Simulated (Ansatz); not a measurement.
Basis sets compared for the cluster Al6Cu4. Charge 0, multiplicity 1. Geometry PBE-D4/def2-SVP. Ansatz on 4 threads of Intel Xeon Platinum 8488C on a shared host; times are rough, and most runs start from earlier orbitals.

```xyz
10

Cu   -1.335    1.971   -0.759
Cu    1.306   -1.120    1.329
Cu   -2.119   -0.034    0.484
Cu    2.363    0.799    0.154
Al   -0.636   -1.990    0.020
Al    1.456   -1.023   -1.168
Al    0.076    0.928    0.883
Al   -0.939   -0.973    2.554
Al    0.941    1.648   -1.695
Al   -1.113   -0.208   -1.802
```

The restricted singlet is unstable towards broken spin symmetry in Hartree–Fock (as tested in another run); at PBE-D4/def2-SVP, PBE-D4/def2-TZVP, PBE0-D4/def2-SVP, PBE0-D4/def2-TZVP this wasn't settled. No other spin state of charge 0 was run. Another isomer (singlet) lies 0.07 eV lower at PBE-D4/def2-TZVP; other spin states weren't run for this one.

Binding counts from free atoms (Cu doublet, Al doublet) in the same basis, without a counterpoise term.

```csv
level,functions,energy (Eh),HOMO (eV),LUMO (eV),binding per atom (eV),wall time
PBE-D4/def2-SVP,232,-8013.7678,-4.06,-3.64,2.77,4.7 s
PBE0-D4/def2-SVP,232,-8013.8561,-4.66,-3.15,2.49,10 s
```

Q: Estimate the rows for PBE-D4/def2-TZVP (with forces), PBE0-D4/def2-TZVP.

A: 
| level | functions | energy (Eh) | HOMO (eV) | LUMO (eV) | binding per atom (eV) | wall time |
| --- | --- | --- | --- | --- | --- | --- |
| PBE-D4/def2-TZVP (with forces) | 402 | -8015.2668 | -4.08 | -3.64 | 2.51 | 14 s |
| PBE0-D4/def2-TZVP | 402 | -8015.3124 | -4.66 | -3.14 | 2.29 | 49 s |
